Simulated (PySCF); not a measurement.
Task: Give a GFN2-xTB geometry of InChI=1S/C6H11Cl/c7-6-4-2-1-3-5-6/h6H,1-5H2.

Result: 
```
atom  x, y, z in Å
Cl1    1.904   -0.325    1.665
C2     1.457   -0.019   -0.047
C3     0.641   -1.191   -0.578
C4    -0.725   -1.272    0.097
C5    -1.484    0.041   -0.071
C6    -0.678    1.191    0.524
C7     0.689    1.292   -0.148
H8     2.411    0.055   -0.578
H9     1.191   -2.122   -0.425
H10    0.511   -1.047   -1.653
H11   -0.589   -1.477    1.160
H12   -1.297   -2.095   -0.335
H13   -2.454   -0.026    0.425
H14   -1.661    0.228   -1.133
H15   -0.540    1.022    1.593
H16   -1.215    2.133    0.398
H17    1.271    2.097    0.304
H18    0.560    1.522   -1.209
```

Any rigid rotation of these coordinates is as good. Atoms count from 1 in this order. Of the pairs four or more bonds apart, Cl1···H15 is among the closest relative to their van der Waals radii: 2.79 Å, 95 % of the sum of Bondi's values. All 6 C–C bonds measure 1.523 to 1.526 Å. The 6-membered ring C2–C3–C4–C5–C6–C7 has internal angles of 110.1° to 111.7° (sum 666°, against 720° for a flat polygon); it is puckered, 0.23 Å rms from its mean plane, widest ring torsion 58°.

Bonds between heavy atoms (Å): Cl1–C2 1.796, C2–C3 1.523, C3–C4 1.526, C4–C5 1.525, C5–C6 1.525, C6–C7 1.526, C2–C7 1.523.

Structure optimised with GFN2-xTB, isolated species.

Point group: Cs (tolerance 0.08 Å). GFN2-xTB frequencies: not computed here. The numbers are those of one conformer (Cl1–C2–C3–C4 68°, C2–C3–C4–C5 56°, C3–C4–C5–C6 -58°, C4–C5–C6–C7 58°).
